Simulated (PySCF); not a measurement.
Harmonic spectrum computed at PBE0 in the def2-TZVP basis family (core potentials from Rb on, PySCF, no spin–orbit coupling):

```
symmetry  ω (cm⁻¹)  IR (km/mol)
      a1       230         35.7
      a1       756         70.9
      b2       903          151
```

Which molecule gave it? In each, all ligands are bound to the one heavy central atom.
A. ZnF₂ (singlet)
B. GaF₂ (doublet)
C. AlF₂ (doublet)
D. RuF₂ (quintet)
E. RhF₂ (quartet)

C. It has C2v symmetry with Al–F 1.647 Å (×2).
